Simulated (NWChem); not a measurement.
System: C4H4F2; SMILES C=C/C(F)=C/F

NWChem input:

```
start job
memory heap 200 mb stack 900 mb global 1100 mb
geometry units angstroms
  C     -2.347311    -0.810864    -0.479751
  C     -1.196597    -0.980444     0.162203
  C     -0.068925    -0.080562     0.026562
  F     -0.242288     0.966550    -0.802886
  C      1.091292    -0.240015     0.665591
  F      2.123506     0.598971     0.530617
  H     -2.500495     0.021526    -1.146052
  H     -3.166962    -1.496208    -0.358853
  H     -1.036565    -1.812480     0.831435
  H      1.292339    -1.055544     1.341570
end
basis spherical
  * library def2-svp
end
dft
  xc xpbe96 cpbe96
  disp vdw 4
  iterations 150
end
driver
  maxiter 120
end
task dft optimize
task dft freq
```

NWChem printed, in part:

```
             Northwest Computational Chemistry Package (NWChem) 7.3.0
             --------------------------------------------------------

 CS  symmetry detected

                             Geometry "geometry" -> ""
                             -------------------------

 Output coordinates in angstroms (scale by  1.889725989 to convert to a.u.)

  No.       Tag          Charge          X              Y              Z
 ---- ---------------- ---------- -------------- -------------- --------------
    1 C                    6.0000    -0.05299247     2.43787018     0.00000000
    2 C                    6.0000    -0.69712054     1.27593040     0.00000000
    3 C                    6.0000    -0.02436978    -0.00751678     0.00000000
    4 F                    9.0000     1.32216805     0.02878900     0.00000000
    5 C                    6.0000    -0.65974331    -1.18062687     0.00000000
    6 F                    9.0000    -0.02534072    -2.35753578     0.00000000
    7 H                    1.0000     1.02325030     2.48255759     0.00000000
    8 H                    1.0000    -0.58014977     3.37501780     0.00000000
    9 H                    1.0000    -1.77558320     1.22412408     0.00000000
   10 H                    1.0000    -1.73360675    -1.27692003     0.00000000

 Effective nuclear repulsion energy (a.u.)     219.7152267744

      Symmetry information
      --------------------

 Group name             Cs
 Group number              2
 Group order               2
 No. of unique centers    10

                                Z-matrix (autoz)
                                --------

 Units are Angstrom for bonds and degrees for angles

[...]

      ----------------------
      Optimization converged
      ----------------------

  Step       Energy      Delta E   Gmax     Grms     Xrms     Xmax
  ---- ---------------- -------- -------- -------- -------- --------
@    4    -353.81047128 -3.4D-07  0.00012  0.00003  0.00035  0.00099
                                     ok       ok       ok       ok

                                Z-matrix (autoz)
                                --------

 Units are Angstrom for bonds and degrees for angles

[...]

 Rotational Constants
 --------------------
 A=   0.322622 cm-1  (  0.464170 K)
 B=   0.071233 cm-1  (  0.102486 K)
 C=   0.058349 cm-1  (  0.083950 K)

 Temperature                      =   298.15K
 frequency scaling parameter      =   1.0000

 Zero-Point correction to Energy  =   42.794 kcal/mol  (  0.068196 au)
 Thermal correction to Energy     =   46.596 kcal/mol  (  0.074256 au)
 Thermal correction to Enthalpy   =   47.189 kcal/mol  (  0.075200 au)

 Total Entropy                    =   77.223 cal/mol-K
   - Translational                =   39.387 cal/mol-K (mol. weight =  90.0281)
   - Rotational                   =   26.577 cal/mol-K (symmetry #  =        1)
   - Vibrational                  =   11.258 cal/mol-K

 Cv (constant volume heat capacity) =   20.972 cal/mol-K
   - Translational                  =    2.979 cal/mol-K
   - Rotational                     =    2.979 cal/mol-K
   - Vibrational                    =   15.013 cal/mol-K

[normal modes left out]

 ----------------------------------------------------------------------------
 Normal Eigenvalue ||           Projected Infra Red Intensities
  Mode   [cm**-1]  || [atomic units] [(debye/angs)**2] [(KM/mol)] [arbitrary]
 ------ ---------- || -------------- ----------------- ---------- -----------
    1       -0.000 ||    0.000001           0.000         0.001       0.001
    2       -0.000 ||    0.000190           0.004         0.186       0.110
    3       -0.000 ||    0.000376           0.009         0.366       0.217
    4       -0.000 ||    0.001674           0.039         1.632       0.969
    5       -0.000 ||    0.000822           0.019         0.802       0.476
    6        0.000 ||    0.000146           0.003         0.142       0.085
    7      130.675 ||    0.000016           0.000         0.016       0.010
    8      188.780 ||    0.000827           0.019         0.806       0.478
    9      273.053 ||    0.001092           0.025         1.064       0.632
   10      285.475 ||    0.000189           0.004         0.184       0.109
   11      462.485 ||    0.004719           0.109         4.600       2.730
   12      504.810 ||    0.003511           0.081         3.423       2.031
   13      641.816 ||    0.012431           0.287        12.119       7.192
   14      700.343 ||    0.001097           0.025         1.069       0.635
   15      757.144 ||    0.024034           0.554        23.430      13.906
   16      878.391 ||    0.029827           0.688        29.077      17.258
   17      882.227 ||    0.036892           0.851        35.965      21.345
   18      971.177 ||    0.015516           0.358        15.125       8.977
   19     1004.120 ||    0.019293           0.445        18.807      11.162
   20     1168.393 ||    0.160328           3.699       156.296      92.763
   21     1204.391 ||    0.027892           0.643        27.190      16.138
   22     1270.063 ||    0.009473           0.219         9.235       5.481
   23     1340.357 ||    0.040590           0.936        39.569      23.485
   24     1397.580 ||    0.023715           0.547        23.118      13.721
   25     1636.814 ||    0.011726           0.271        11.432       6.785
   26     1704.403 ||    0.080387           1.855        78.365      46.510
   27     3094.356 ||    0.000655           0.015         0.639       0.379
   28     3106.789 ||    0.002044           0.047         1.993       1.183
   29     3145.573 ||    0.007441           0.172         7.254       4.305
   30     3199.844 ||    0.001605           0.037         1.565       0.929
 ----------------------------------------------------------------------------
```

Level: PBE-D3(BJ)/def2-SVP.
